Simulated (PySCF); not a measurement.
cyclopentanone (C5H8O), singlet, at a GFN2-xTB geometry. Base run: PySCF with PBE/STO-3G.

Input for PySCF:
```python
from pyscf import gto, scf, dft

mol = gto.M(
    atom='''
O     0.87537310    1.89876563   -0.35725549
C     0.37959572    0.82337841   -0.15491983
C     1.12822729   -0.48061669    0.02883662
C     0.06033799   -1.56791212   -0.04754620
C    -1.19163010   -0.88596563    0.50924683
C    -1.10303578    0.53525941   -0.03911772
H     1.92578836   -0.58504964   -0.70535867
H     1.59131385   -0.45285207    1.01834905
H     0.33028268   -2.46089812    0.51376258
H    -0.10497291   -1.85408406   -1.08762352
H    -1.14947978   -0.86694046    1.59958820
H    -2.10743946   -1.39392016    0.21152703
H    -1.52542668    0.59576747   -1.04523879
H    -1.60402156    1.28299175    0.57403985
''',
    basis='sto-3g',
    verbose=4,
)

mf = dft.RKS(mol)
mf.xc = 'pbe'
mf.kernel()
```

Variants of this job, named by their change:

```csv
change,ΔE vs base (µEh),SCF cycles,outcome
base,0.0,10,converged
init_guess = sap,0.0,12,converged
conv_tol = 1e-7,0.0,9,converged
conv_tol_grad = 1e-3,0.0,10,converged
conv_tol = 1e-12,0.0,11,converged
init_guess = huckel,0.0,14,converged
init_guess = atom,0.0,9,converged
diis = off (with mf.max_cycle = 100),-,100,not converged
diis_space = 2,0.0,17,converged
diis_space = 12,0.0,10,converged
diis = off; damp = 0.6 (with mf.diis_start_cycle = 200; with mf.max_cycle = 150),0.0,18,converged
DIIS = ADIIS,0.0,18,converged
level_shift = 1.0 (with mf.max_cycle = 100),0.0,31,converged
```
